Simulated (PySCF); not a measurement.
Estimate the missing entries of this data sheet.

Species: C7H6F4.
Structure used (PBE0-D3(BJ)/def2-SVP), in Å, numbered top down from 1:
```
atom  x, y, z in Å
C1    -0.6016   -2.0015    0.4431
C2    -0.2695   -0.5844    0.9322
C3     0.7248    0.0786    0.0911
C4     1.5532    0.6086   -0.6148
C5     2.5391    1.2725   -1.4575
F6     3.8223    0.9757   -1.0776
C7    -1.5071    0.2473    1.1206
F8    -2.0339    0.2005    2.3484
C9    -2.1518    0.9442    0.1858
F10   -3.2464    1.6266    0.3985
F11   -1.7523    1.0253   -1.0595
H12   -1.0288   -1.9629   -0.5692
H13    0.3044   -2.6228    0.4150
H14   -1.3327   -2.4712    1.1167
H15    0.1612   -0.6563    1.9470
H16    2.4026    0.9665   -2.5095
H17    2.3980    2.3663   -1.4023
```

```csv
property,level,value
point group,PBE0-D3(BJ)/def2-SVP,?
"rotational constants A, B, C",PBE0-D3(BJ)/def2-SVP,"1.706, 0.516, 0.450 GHz"
dipole moment,wB97X-D/def2-SVPD,?
HOMO energy,wB97X-D/def2-SVPD,-9.30 eV
LUMO energy,wB97X-D/def2-SVPD,1.72 eV
lowest singlet excitation,TDDFT wB97X-D/def2-SVPD,"6.01 eV (206 nm, f = 0.001)"
strongest line among the 10 lowest singlet transitions,TDDFT wB97X-D/def2-SVPD,?
lowest triplet excitation (Tamm–Dancoff),TDA wB97X-D/def2-SVPD,4.51 eV
static isotropic polarisability,wB97X-D/def2-SVPD,86.0 au
electronic spatial extent ⟨r²⟩ about the centre of nuclear charge,wB97X-D/def2-SVPD,?
13C chemical shifts (computed TMS as zero) by class,GIAO HF/pcSseg-2,"158.1 (C9), 136.1 (C7), 93.8 (C3), 83.2 (C4), 64.4 (C5), 23.5 (C2), 22.4 (C1) ppm"
1H chemical shifts (computed TMS as zero) by class,GIAO HF/pcSseg-2,?
"isotropic shieldings of nuclei other than C and H, by class",GIAO HF/pcSseg-2,"326 (F10), 343 (F11), 399 (F8), 439 (F6) ppm"
largest of the computed one-bond spin–spin couplings (means over like bonds),"B3LYP/pcJ-1, spin–dipole term left out for some pairs",?
```

Electronic properties: PySCF, gas phase, density fitting.

Q: Give the electronic spatial extent ⟨r²⟩ about the centre of nuclear charge.

A: 2317 bohr².

Q: What is the point group?

A: C1.

Q: What are the largest of the computed one-bond spin–spin couplings (means over like bonds)?

A: 19F–13C -366.1 (F10–C9), 19F–13C -360.0 (F11–C9), 19F–13C -311.6 (F8–C7), 19F–13C -241.7 (F6–C5), 13C–1H +159.0 (C5–H16), 13C–1H +158.6 (C5–H17), 13C–1H +138.0 (C1–H12 and 2 like it), 13C–1H +135.4 (C2–H15) Hz.

Q: Give the dipole moment.

A: 1.23 D.

Q: Give the strongest line among the 10 lowest singlet transitions.

A: S8 at 7.68 eV (161 nm, f = 0.148).

Q: What are the 1H chemical shifts (computed TMS as zero) by class?

A: 4.63 (H16), 4.60 (H17), 3.06 (H15), 1.45 (H12/H13/H14) ppm.

The polarisability is 12.75 Å³ as a volume (1 au = 0.148185 Å³), or 1.02 au for each of the 84 electrons. In wavenumbers S1 is 48500 cm⁻¹ (1 eV = 8065.54 cm⁻¹). The vertical singlet–triplet gap S1 − T1 is 1.50 eV (TDDFT singlet less Tamm–Dancoff triplet; S1: HOMO−1→LUMO, weight 0.82; T1: HOMO→LUMO+1, weight 0.34, beside HOMO→LUMO+2, weight 0.25).

One conformer stands for the species.

One-bond C–F couplings are unscaled; at this level they come out some 30 % too large in size.
